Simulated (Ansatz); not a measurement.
Mulliken charges of C2H6BCl, SMILES `CB(C)Cl` from PBE/def2-TZVPP in Ansatz (PBE0-D4/def2-TZVP geometry).

```csv
atom,x (Å),y (Å),z (Å),charge (e)
C1,-0.252,1.087,-0.819,-0.327
B2,-0.370,-0.324,-0.172,0.152
C3,0.569,-0.845,0.956,-0.327
Cl4,-1.650,-1.402,-0.753,-0.149
H5,0.764,1.486,-0.773,0.104
H6,-0.876,1.768,-0.222,0.111
H7,-0.625,1.138,-1.843,0.110
H8,0.114,-1.597,1.601,0.110
H9,1.426,-1.327,0.464,0.111
H10,0.983,-0.036,1.563,0.104
```

Task: By hand: the dipole of these point charges (1 e Å = 4.8032 D).

Result: Σ q r = (0.272, 0.230, 0.124) e Å, of length 0.377 e Å = 1.81 D.

Task: How does the dipole of the full density compare? (An estimate is asked.)

Result: The calculation gave: (0.226, 0.190, 0.102) e Å, 1.50 D; the point charges give 1.21 times that, at 0° from its direction.

Point charges leave out the atoms' own dipoles, such as those of lone pairs, and Mulliken's split depends on the basis, so the two needn't agree.
